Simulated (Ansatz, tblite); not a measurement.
Cost and result up the ladder for Sn5S5 (the lowest singlet isomer of a short search) (10 atoms). The state is a singlet with charge 0. Geometry: PBE0-D4/def2-SVP.

```
atom    x (Å)    y (Å)    z (Å)
 Sn1   1.5996   0.6459  -1.8863
 Sn2   1.0995  -2.5920  -0.5013
 Sn3   0.4812  -0.3468   2.3872
 Sn4  -2.2378  -1.0081  -0.1487
 Sn5  -1.0747   3.2821   0.3029
  S6   2.1905  -0.3957   0.4543
  S7  -0.6953  -2.4699   1.3905
  S8   0.5746   2.9029  -1.3806
  S9  -1.5172   1.0155   1.3629
 S10  -0.4204  -1.0340  -1.9808
```

Ansatz on 4 threads of Arm Neoverse V2 on a shared host; xTB runs through tblite on one thread. Times are rough, summed over both states, and most runs start from the orbitals of an earlier one. PBE0-D4/def2-SVP serves as the yardstick here, not as an exact answer. The other state is a triplet.

In the def2 sets Sn takes a core potential; there is no spin–orbit coupling. The xTB rows come from tblite. The structure comes from a short search, and lower isomers may exist.

xTB has no spin-polarisation term.

```csv
level,functions,wall time
GFN1-xTB,90,0.043 s
GFN2-xTB,90,0.1 s
PBE-D4/def2-SVP,220,18 s
PBE0-D4/def2-SVP,220,39 s
```

Question: Estimate what each level gives for the vertical triplet (eV).

Answer: 
| level | vertical triplet (eV) | difference from PBE0-D4/def2-SVP (eV) |
| --- | --- | --- |
| GFN1-xTB | 3.28 | 1.07 |
| GFN2-xTB | 2.87 | 0.66 |
| PBE-D4/def2-SVP | 2.13 | -0.08 |
| PBE0-D4/def2-SVP | 2.21 | 0.00 |
